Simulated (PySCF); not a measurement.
C7H12BF.
SMILES with atom numbers: `[F:1]/[CH:2]=[CH:3]/[C@@H:4]1[CH2:5][BH:6][CH2:7][CH2:8][CH2:9]1`

Cartesian coordinates in Å at the PBE0-D3(BJ)/def2-SVP level; atoms count from 1:
```xyz
21
C7H12BF angstrom
F      4.2743   -0.2661    0.1164
C      3.0132    0.1658    0.1520
C      2.0322   -0.4731   -0.4776
C      0.5860   -0.0744   -0.4856
C      0.2742    1.2038    0.2952
B     -1.2371    1.4638    0.6023
C     -2.2495    0.2747    0.5739
C     -1.7868   -0.9575   -0.2031
C     -0.2998   -1.2394   -0.0187
H      2.9059    1.0827    0.7373
H      2.3067   -1.3792   -1.0305
H      0.3174    0.1108   -1.5451
H      0.6875    1.1178    1.3270
H      0.7834    2.0866   -0.1261
H     -1.5902    2.5573    0.9955
H     -3.2721    0.5879    0.3061
H     -2.3260    0.0325    1.6591
H     -1.9831   -0.8021   -1.2791
H     -2.3723   -1.8477    0.0805
H     -0.0793   -1.4480    1.0449
H     -0.0218   -2.1527   -0.5705
```

Method used: delta-SCF UKS SCAN, pcX-2 on the ionised atom, pcseg-1 elsewhere, spin-free X2C in PySCF 2.14.0. Vertical ΔSCF values, vacuum level as zero.

Some binding energies are withheld.

```tsv
atom(s)	bonded to	level	binding energy (eV)
C2	F, C (double bond) and H	C 1s	292.34
C3	C (double bond), C and H	C 1s	290.29
C4	3 C and H	C 1s	290.77
C5	C, 2 H and B	C 1s	?
C7	C, 2 H and B	C 1s	290.05
C8	2 C and 2 H	C 1s	290.47
C9	2 C and 2 H	C 1s	?
F1	C	F 1s	?
```

(1) Fill in C 1s for C9.

(2) What is the F 1s binding energy of F1?

(3) What is the C 1s binding energy of C5?

## Answers

(1) 290.38 eV (ring CH2 carbon). The nearest listed C 1s value is that of C8; the shift against it is -0.09 eV.

(2) 692.76 eV (vinyl fluorine).

(3) 290.09 eV (sp3 carbon bound to boron). The nearest listed C 1s value is that of C7; the shift against it is +0.04 eV.

The listed C 1s values span 2.29 eV, from C7 (bonded to C, 2 H and B) to C2 (bonded to F, C (double bond) and H). The widest gap between neighbouring values is 1.57 eV, between 290.77 and 292.34 eV. The values 290.05 and 290.09 eV lie too close for their order to be trusted.

Problem. Give the binding energy of C 1s of C4 in hartree and in kJ/mol.

Solution. 290.77 eV = 10.6856 Eh = 28055 kJ/mol.

Not every level is listed. No level of boron is listed. One conformer (not necessarily the lowest) at the PBE0-D3(BJ)/def2-SVP geometry, without solvent, vibrations or thermal averaging.

On an Arm Neoverse N1 with one thread, shared host with 64 logical CPUs at a one-minute load of 64, this took 7.2 min and 0.78 GiB of memory at its peak.
